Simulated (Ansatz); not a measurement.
`[O]=[Mo](=[O])([F])[Cl]` + HCl → `[O]=[Mo](=[O])([Cl])[Cl]` + H–F at 298.15 K and 1 bar (ligand exchange at a Mo–F bond).

Program: Ansatz. Geometries: PBE0-D4/def2-TZVP. ΔE: electronic, gas phase. CBS: MP2 limit from def2 TZ/QZ plus the TZ coupled-cluster correction, frozen cores. This one scheme is used for every species. def2 core potentials past Kr. For Mo outer-core shells are correlated without core-valence functions, which leaves a few kJ/mol of doubt a bond.

| species | CCSD(T)/CBS energy (Eh) | H − E (kJ/mol) | S (J/(mol·K)) |
| --- | --- | --- | --- |
| `[O]=[Mo](=[O])([F])[Cl]` | -778.22574 | 44.9 | 332.3 |
| HCl | -460.38127 | 26.6 | 186.8 |
| `[O]=[Mo](=[O])([Cl])[Cl]` | -1138.21762 | 43.3 | 338.1 |
| H–F | -100.39570 | 33.5 | 173.6 |

H − E and S are ideal-gas, rigid-rotor, harmonic terms from PBE0-D4/def2-TZVP. 1 Eh = 2625.50 kJ/mol, R = 8.31446 J/(mol·K).

Task: By hand: ΔE, ΔH, ΔS and ΔG.

Result: ΔE = (-1138.21762) + (-100.39570) − (-778.22574) − (-460.38127) = -0.00631 Eh = -16.6 kJ/mol. Δ(H − E) = 43.3 + 33.5 − 44.9 − 26.6 = 5.3, so ΔH = -11.3 kJ/mol. ΔS = 338.1 + 173.6 − 332.3 − 186.8 = -7.4 J/(mol·K). ΔG = -11.3 − 298.15 × (-7.4)/1000 = -9.1 kJ/mol.

Task: By hand: the equilibrium constant, and the temperature at which ΔG would vanish if ΔH and ΔS stayed fixed.

Result: log₁₀ K = −ΔG/(RT ln 10) = 1.6. ΔG = 0 at ΔH/ΔS = 1527 K, though so small a ΔS makes that figure unsure.

The number of gas molecules stays the same, so ΔS is small and ΔH decides. A doubt of 5 kJ/mol in ΔE shifts log₁₀ K by 0.9 here. These are equilibria of isolated gas molecules and say nothing of rates. Largest T1 diagnostic: 0.024 (customary marks: 0.02 for closed shells, 0.045 for open ones).
